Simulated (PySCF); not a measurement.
Excitations are Tamm–Dancoff values on a coarser integration grid. The basis has no diffuse functions, so Rydberg states are missing or too high.

Cartesian coordinates (Å):
```xyz
17

In     0.2980     0.1542     0.2893
C     -0.5098    -0.9349     2.0280
H     -1.5610    -0.6623     2.2162
H      0.0642    -0.6911     2.9366
H     -0.4513    -2.0255     1.8802
C      2.0565    -0.6595    -0.7630
H      1.9944    -1.7561    -0.8555
H      2.9801    -0.4247    -0.2097
H      2.1545    -0.2274    -1.7722
C     -0.2192     2.2811     0.0233
H      0.4344     2.9172     0.6417
H     -1.2602     2.4811     0.3251
H     -0.0918     2.5946    -1.0257
N     -1.3556    -0.6976    -1.3169
H     -2.2845    -0.3139    -1.1357
H     -1.4303    -1.7151    -1.2712
H     -1.1045    -0.4518    -2.2758
```
Charge 0, spin multiplicity 1.

Q: Predict the S1–T1 gap (TDA), S1 excitation (TDA) and LUMO from ωB97X-D3(BJ)/def2-TZVP // B3LYP-D3(BJ)/def2-SVP (PySCF).

A: 
```
Item                   Value
-------------------  -------
S1–T1 gap (TDA)      0.38 eV
S1 excitation (TDA)  6.20 eV
LUMO                 1.55 eV
```
